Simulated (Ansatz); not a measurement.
`C=[C]([AlH2])C(C)=N` + `N=C=O` → `O=C=[N][AlH2]` + `C=CC(C)=N`  (ligand exchange at the Al–C bond)

Calculated with Ansatz (gas phase, PBE0-D4/def2-TZVP geometries, no zero-point term in ΔE). CBS: MP2 limit from def2 TZ/QZ plus the TZ coupled-cluster correction, frozen cores. This one scheme is used for every species. Functionals use def2-TZVPP. B3LYP here is the variant with VWN-RPA as its local correlation; programs differ in this. One conformer a species, not always the lowest.

`C=[C]([AlH2])C(C)=N`:

```xyz
14

C    -0.217    1.692    1.019
C     0.153    0.503    0.526
Al    2.011    0.013    0.835
C    -0.863   -0.321   -0.176
C    -0.394   -1.017   -1.422
N    -2.037   -0.398    0.305
H     0.479    2.335    1.553
H    -1.236    2.059    0.906
H     2.883    1.051    1.657
H     2.625   -1.353    0.307
H    -1.197   -1.593   -1.886
H    -0.019   -0.288   -2.147
H     0.437   -1.692   -1.195
H    -2.626   -0.990   -0.282
```

`N=C=O`:

Cartesian coordinates in Å:
```
N 0.009 0.375 0.668
C 0.258 -0.160 -0.387
O 0.631 -0.633 -1.379
H -0.898 0.418 1.098
```

`O=C=[N][AlH2]`:

```xyz
6

O    -1.708    2.013   -1.189
C    -1.021    1.204   -0.709
N    -0.316    0.374   -0.216
Al    0.729   -0.859    0.507
H     1.057   -0.726    2.041
H     1.259   -2.005   -0.434
```

`C=CC(C)=N`:

```xyz
12

C    -1.542   -0.866    0.895
C    -0.266   -0.575    0.676
C     0.198    0.515   -0.213
C     1.487    0.262   -0.932
N    -0.409    1.617   -0.392
H    -1.834   -1.679    1.549
H    -2.342   -0.312    0.413
H     0.509   -1.187    1.133
H     2.298    0.108   -0.213
H     1.729    1.107   -1.573
H     1.420   -0.649   -1.534
H    -1.247    1.659    0.190
```

```
             level  ΔE (kJ/mol)  difference from CCSD(T)/CBS
           PBE0-D4       -138.3                          5.8
          B3LYP-D4       -145.0                         -0.9
           ωB97X-V       -143.6                          0.5
             B3LYP       -152.4                         -8.3
SCS-MP2/def2-TZVPP       -149.6                         -5.5
CCSD(T)/def2-TZVPP       -144.9                         -0.8
     HF/def2-QZVPP       -169.9                        -25.8
SCS-MP2/def2-QZVPP       -149.3                         -5.2
      HF/CBS(def2)       -169.9                        -25.8
    CCSD/CBS(def2)       -148.9                         -4.8
       CCSD(T)/CBS       -144.1                            0
```

Largest T1 diagnostic among the species: 0.018.

In def2-TZVPP, CCSD(T) changes the Hartree–Fock value by +25.0 kJ/mol (the triples alone add +4.8 kJ/mol) and MP2 by +23.8 kJ/mol. From PBE to PBE0 (25 % exact exchange), in def2-TZVPP and without D4, ΔE moves by −6.0 kJ/mol.
